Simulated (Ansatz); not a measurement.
Isolated molecules relaxed with PBE0-D4/def2-TZVP in Ansatz; ΔE leaves out vibrations. CCSD(T)/CBS is the MP2 limit (def2-TZVPP, def2-QZVPP) plus CCSD(T) − MP2 in def2-TZVPP, frozen cores. DFT in def2-TZVPP. For Ge outer-core shells are correlated without core-valence functions, which leaves a few kJ/mol of doubt a bond. Scalar relativity is left out up to krypton. Each species was taken in one conformer, which may not be the lowest.

Reaction (redistribution): `B[SiH2]C#N` + `N[CH](O)[GeH3]` → `B[SiH2]C(N)O` + `N#[C][GeH3]`

```csv
level,ΔE (kcal/mol)
PBE-D4,2.4
PBE0-D4,2.4
ωB97X-V,2.1
r2SCAN,2.9
MP2/def2-TZVPP,2.7
CCSD/def2-TZVPP,2.5
HF/def2-QZVPP,2.7
SCS-MP2/def2-QZVPP,3.0
```

What does CCSD(T)/CBS give? (Estimate.)

Computed: +3.0 kcal/mol. The listed levels differ from it by -0.6, -0.6, -0.9, -0.1, -0.3, -0.5, -0.3, 0.0 kcal/mol.

Largest T1 diagnostic among the species: 0.013.
